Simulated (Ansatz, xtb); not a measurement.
## Two isomers of C3H10Si3

Structure a is `C1=C[SiH2][SiH2]C[SiH2]1`, a singlet and structure b is `[SiH3]C1([SiH3])C=C[SiH2]1`, a singlet. Both are isolated molecules in the gas phase, relaxed with B3LYP/def2-SVP; the shapes shown needn't be the lowest conformers.

a (Å):

| atom | x (Å) | y (Å) | z (Å) |
| --- | --- | --- | --- |
| C | 0.5030 | -1.9547 | -0.0210 |
| C | -0.3330 | -2.2658 | -1.0352 |
| C | -0.3320 | 1.0678 | 0.2984 |
| Si | -1.7593 | -1.2380 | -1.7369 |
| Si | -2.0661 | 0.6361 | -0.3419 |
| Si | 0.5846 | -0.4035 | 1.0546 |
| H | 1.2632 | -2.7096 | 0.2383 |
| H | -0.1840 | -3.2429 | -1.5221 |
| H | -1.4257 | -0.8274 | -3.1383 |
| H | -2.9790 | -2.0994 | -1.8217 |
| H | -2.9542 | 0.2711 | 0.8047 |
| H | -2.6939 | 1.7884 | -1.0585 |
| H | 0.2637 | 1.4439 | -0.5523 |
| H | -0.3843 | 1.8851 | 1.0385 |
| H | 2.0289 | -0.0737 | 1.2575 |
| H | 0.0126 | -0.7196 | 2.4007 |

b (Å):

```yaml
atoms:
  - { symbol: C, position_ang: [0.3483, -0.4982, -1.4908] }
  - { symbol: C, position_ang: [-0.2599, 0.2687, -0.3088] }
  - { symbol: C, position_ang: [-0.7907, -0.6022, 0.5803] }
  - { symbol: Si, position_ang: [-0.5332, -0.1782, -3.1397] }
  - { symbol: Si, position_ang: [2.2318, -0.3178, -1.6268] }
  - { symbol: Si, position_ang: [-0.2764, -2.0361, -0.4912] }
  - { symbol: H, position_ang: [-2.0006, -0.4131, -2.9923] }
  - { symbol: H, position_ang: [-0.3284, 1.2340, -3.5861] }
  - { symbol: H, position_ang: [0.0001, -1.0874, -4.1970] }
  - { symbol: H, position_ang: [2.7641, -1.2285, -2.6833] }
  - { symbol: H, position_ang: [2.8763, -0.6574, -0.3232] }
  - { symbol: H, position_ang: [2.6067, 1.0853, -1.9822] }
  - { symbol: H, position_ang: [-0.2473, 1.3673, -0.2302] }
  - { symbol: H, position_ang: [-1.2924, -0.3607, 1.5190] }
  - { symbol: H, position_ang: [0.7792, -2.9626, 0.0160] }
  - { symbol: H, position_ang: [-1.3399, -2.8560, -1.1442] }
```

Q: Which of the two would you expect CCSD(T)/def2-SVP + ΔMP2/def2-TZVPP electronic energies to favour?

A: Structure a; the calculation gives E(b) − E(a) = +99.7 kJ/mol.

The same difference at several levels:

| level | geometry | E(b) − E(a) (kJ/mol) | departure from the last row (kJ/mol) | job, with rough time for the two |
| --- | --- | --- | --- | --- |
| GFN2-xTB | GFN2-xTB | +23.4 | −76.3 | optimisation, 0.22 s |
| HF/STO-3G | GFN2-xTB | +196.6 | +96.9 | single point, 0.42 s |
| r2SCAN-D4/def2-SVP | GFN2-xTB | +116.4 | +16.7 | single point, 4.8 s |
| B3LYP/def2-SVP | B3LYP/def2-SVP | +110.6 | +10.9 | optimisation, 51 s |
| HF/def2-SVP | B3LYP/def2-SVP | +104.4 | +4.6 | part of the CCSD(T) run |
| MP2/def2-SVP | B3LYP/def2-SVP | +83.1 | −16.7 | part of the CCSD(T) run |
| CCSD(T)/def2-SVP | B3LYP/def2-SVP | +92.4 | −7.3 | single point |
| CCSD(T)/def2-SVP + ΔMP2/def2-TZVPP | B3LYP/def2-SVP | +99.7 |  | single point, 62 s |

As drawn, b has 1 C–C, 2 Si–H in place of 1 Si–Si, 2 C–H. Structure a has a 6-membered ring, b a 4-membered ring.

The levels shown agree on the order. The largest departure from CCSD(T)/def2-SVP + ΔMP2/def2-TZVPP is that of HF/STO-3G, 96.9 kJ/mol. The last row adds to CCSD(T) the change of the MP2 difference between the two basis sets, here +7.3 kJ/mol.

With thermal terms from frequencies at re-optimised GFN2-xTB minima (ideal gas, soft modes damped towards free rotors, one conformer each, 298.15 K, 1 atm): on the last row, ΔE + ΔZPE = +84.4, ΔH = +86.5, ΔG = +81.9 kJ/mol.

The correlated steps freeze 18 core orbitals. Codes used: Ansatz 0.2.0, xtb 6.7.1; the last row on 4 threads of Arm Neoverse V1 on a shared host.
